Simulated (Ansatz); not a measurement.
FHSZn (`[F][Zn][SH]`). Charge 0, multiplicity 1. All single points use the PBE0-D4/def2-TZVP geometry. It is one conformer, not always the lowest.

```xyz
4

F    -0.908   -0.006   -2.247
Zn   -0.070    0.104   -0.717
S     0.984    0.254    1.141
H    -0.006   -0.351    1.823
```

Problem. What is the dipole moment at PBE/def2-TZVPP? (Best estimate.)

Solution. Ansatz gave: 1.68 D, with components (0.20, -0.22, 1.65) D in this frame, pointing from negative to positive charge.

Problem. And with r2SCAN, B3LYP, ωB97M-V? (Best estimate.)

Solution. Ansatz gave: r2SCAN 1.68 D, B3LYP 1.75 D, ωB97M-V 1.64 D.

Problem. Give the Mulliken charges with PBE, ωB97M-V, B3LYP in def2-TZVPP. (Best estimate.)

Solution. Ansatz gave: 
| atom | PBE | ωB97M-V | B3LYP |
| --- | --- | --- | --- |
| F1 | -0.43 | -0.49 | -0.48 |
| Zn2 | 0.55 | 0.64 | 0.63 |
| S3 | -0.24 | -0.27 | -0.26 |
| H4 | 0.12 | 0.13 | 0.11 |

B3LYP here is the variant with VWN-RPA as its local correlation; programs differ in this.
